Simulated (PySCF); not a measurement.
Radial density of Zn⁺ (zinc, charge +1)

BP86, [Ar] 3d10 4s1, 2S determinant. All numbers are calculated (PySCF 2.14, scalar relativity through the core potential, in cc-pVDZ-PP with ECP10MDF (4s4p3d1f, 38 functions)). This is the valence pseudo-density: the core potential removes the inner electrons and smooths the orbitals near the nucleus.

```
r (bohr)  4πr²ρ (e/bohr)  4πr²(ρα − ρβ)
 0.00638       1.338e-05         0.0000
  0.0107       3.770e-05         0.0000
  0.0181       0.0001121         0.0000
  0.0304       0.0004971         0.0000
  0.0511        0.005200         0.0000
  0.0859         0.07263        -0.0003
   0.145          0.7273        -0.0039
   0.243           4.576        -0.0153
   0.409           17.86         0.0095
   0.688           22.68        -0.0337
    1.16           7.335         0.1395
    1.95           1.455         0.4831
    3.27          0.2818         0.2338
    5.51         0.01481         0.0148
    9.26       7.388e-05         0.0001
```

Energies and moments cover only the electrons outside the core potential.

Where is the radial spin density 4πr²(ρα − ρβ) most negative, and why is it negative at all?

Around r = 0.688 bohr, down to -0.0337 e/bohr: exchange with the open shell polarises the paired shells in an unrestricted calculation.
